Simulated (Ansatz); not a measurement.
Computed with Ansatz on PBE0-D4/def2-TZVP structures; ΔE is electronic, products minus reactants. CBS: MP2 limit from def2 TZ/QZ plus the TZ coupled-cluster correction, frozen cores. This one scheme is used for every species. DFT in def2-TZVPP. One conformer a species, not always the lowest.

`O[Si]1(Cl)BN1` + H₂ → `O[SiH]1BN1` + HCl  (hydrogenolysis of the Si–Cl bond)

(1) Is it downhill or uphill in electronic energy at CCSD(T)/CBS, and by how much? (Best estimate.)

(2) What do these levels give: ωB97M-V, B2PLYP, PBE0, LC-ωPBE, HF/def2-SVP, SCS-MP2/def2-TZVPP? (An estimate is asked.)

Largest T1 diagnostic among the species: 0.014.

## Answers

(1) The calculation gave: Uphill: ΔE = +87.7 kJ/mol.

(2) Ansatz gave: ωB97M-V 88.6, B2PLYP 83.8, PBE0 82.5, LC-ωPBE 81.0, HF/def2-SVP 65.3, SCS-MP2/def2-TZVPP 86.2 kJ/mol.

At CCSD(T), def2-SVP lies −17.6 kJ/mol from the extrapolated value and def2-TZVPP −4.7 kJ/mol. Leaving LDA and LC-ωPBE aside and taking each functional with its dispersion term where it has one, the values, not all of them listed here, spread over 10.6 kJ/mol, from CAM-B3LYP-D4 to r2SCAN-D4. In def2-TZVPP, CCSD(T) changes the Hartree–Fock value by +9.3 kJ/mol (the triples alone add +4.0 kJ/mol) and MP2 by +19.0 kJ/mol.
